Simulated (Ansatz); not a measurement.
Two isomers of C3H4Se: A = `C=C=C[SeH]`, B = `C=CC=[Se]`.

Gas-phase electronic energies from Ansatz, PBE0-D4/def2-TZVP geometries. CCSD(T)/CBS adds triple-zeta CCSD(T) − MP2 to the extrapolated MP2 energy (def2 sets, frozen cores). DFT in def2-TZVPP. B3LYP here is the variant with VWN-RPA as its local correlation; programs differ in this. For Se outer-core shells are correlated without core-valence functions, which leaves a few kJ/mol of doubt a bond. Scalar relativity is left out up to krypton. One conformer a species, not always the lowest.

(1) Which isomer does CCSD(T)/CBS put lower? Give the gap. (An estimate is asked.)

(2) Give E(B) − E(A) in kJ/mol with PBE0-D4, BLYP-D4, ωB97M-V, B2PLYP, B3LYP, CCSD(T)/def2-TZVPP, LDA (SPW92). (Estimate.)

(3) Does the order hold for the free energy at 298.15 K (harmonic terms from PBE0-D4)? (Estimate.)

Largest T1 diagnostic: 0.018.

## Answers

(1) The calculation gave: B, by 61.2 kJ/mol.

(2) The calculation gave: PBE0-D4 -47.4, BLYP-D4 -50.3, ωB97M-V -43.3, B2PLYP -54.7, B3LYP -47.4, CCSD(T)/def2-TZVPP -57.3, LDA (SPW92) -44.0. None reverses the order clearly.

(3) The calculation gave: Yes: G(B) − G(A) = -48.2 kJ/mol, for one conformer each.

In def2-TZVPP, CCSD(T) changes the Hartree–Fock value by −12.1 kJ/mol (the triples alone add −6.6 kJ/mol) and MP2 by −14.7 kJ/mol. Leaving LDA and LC-ωPBE aside and taking each functional with its dispersion term where it has one, the values spread over 11.3 kJ/mol, from B2PLYP to ωB97M-V.
